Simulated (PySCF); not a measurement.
Geometry:
```
atom   x (Å)   y (Å)   z (Å)
  C1   1.688   1.102   0.281
  C2   0.727   0.179  -0.463
  C3   1.171  -1.276  -0.345
  C4  -0.726   0.433  -0.009
  C5  -1.063  -0.086   1.384
  C6  -1.747  -0.067  -1.012
  F7  -1.497   0.389  -2.246
  F8  -1.794  -1.405  -1.091
  F9  -2.979   0.343  -0.686
 H10   2.712   0.984  -0.104
 H11   1.717   0.876   1.359
 H12   1.406   2.160   0.166
 H13   0.767   0.460  -1.529
 H14   2.188  -1.393  -0.749
 H15   1.200  -1.604   0.706
 H16   0.509  -1.959  -0.894
 H17  -0.877   1.527  -0.020
 H18  -1.032  -1.184   1.421
 H19  -0.351   0.302   2.126
 H20  -2.070   0.233   1.687
```

Non-relativistic Hamiltonian, a single conformation, rapidly exchanging positions averaged, no solvent model. NMR shieldings at PBE0/pcSseg-1/GIAO; structure optimised with PBE0-D3(BJ)/def2-SVP; PySCF.

Chemical shifts δ = σref − σ; ¹³C (σ = 184.41 ppm) vs TMS, all at this level.

Question: Do the ¹³C shifts follow the atomic charges (in e)? Tabulate both.

Answer: 
| atoms | hybridisation | δ (ppm) | σ para (ppm) | Hirshfeld | IAO | Mulliken | ESP-fitted |
| --- | --- | --- | --- | --- | --- | --- | --- |
| C6 | sp3 | 133.8 | -195 | +0.26 | +0.80 | +0.88 | +0.46 |
| C4 | sp3 | 45.1 | -112 | -0.05 | -0.15 | -0.41 | -0.11 |
| C2 | sp3 | 27.3 | -90 | -0.02 | -0.10 | -0.36 | +0.42 |
| C1 | sp3 | 23.4 | -86 | -0.11 | -0.41 | -0.21 | -0.57 |
| C3 | sp3 | 16.9 | -80 | -0.12 | -0.42 | -0.22 | -0.48 |
| C5 | sp3 | 6.9 | -70 | -0.12 | -0.42 | -0.23 | -0.41 |

Correlation coefficients of δ with charge over these carbons: Hirshfeld +0.98, IAO +0.98, Mulliken +0.91, ESP-fitted +0.69; with the paramagnetic shielding -1.00. With so few points these coefficients are fragile. Charge is one influence among several: hybridisation and low-lying excitations act through the paramagnetic term.

Shifts are as computed. Against solution values, carbons near 30 ppm lie about +2 ppm off and those near 130 ppm about +5 ppm. Of 1211 compounds with measured shifts, 218 miss one by over three times the rms of a fit or turn the order of signals round; such compounds aren't used in these exercises.
